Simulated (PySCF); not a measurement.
Ni⁺ (nickel, charge +1) across methods

[Ar] 3d9, 2D determinant. Computed with PySCF 2.14 in STO-3G (4s3p1d, 18 functions), with no relativity, point nucleus.

```tsv
method	E (hartree)	mean ε 3p β (eV)	mean ε 3d α (eV)	mean ε 3d β (eV)	Σ⟨r²⟩ (bohr²)	⟨S²⟩
UHF	-1488.44114	-62.956	11.799	13.740	13.51	0.751
HSE06	-1489.357	-48.520	21.169	22.655	13.92	0.750
LDA	-1486.648	-43.878	23.903	25.302	14.17	0.750
M06	-1489.514	-48.837	20.558	22.334	13.86	0.750
PBE0	-1489.344	-48.975	20.693	22.180	13.92	0.750
r2SCAN	-1489.580	-45.963	23.527	25.049	13.89	0.750
wB97M-V	-1489.617	-51.551	18.309	19.727	13.94	0.750
revPBE	-1489.384	-44.024	24.007	25.368	14.13	0.750
PBE	-1489.196	-44.029	23.983	25.344	14.14	0.750
```

At UHF the highest occupied level has a positive energy, so only the finite basis holds that electron; for this excited configuration the basis is too tight for the outer shell.

The highest occupied level is positive at UHF, HSE06, LDA, M06, PBE0, r2SCAN, wB97M-V, revPBE, PBE: only the finite basis holds that electron, at UHF too, so the state is unbound at these levels.
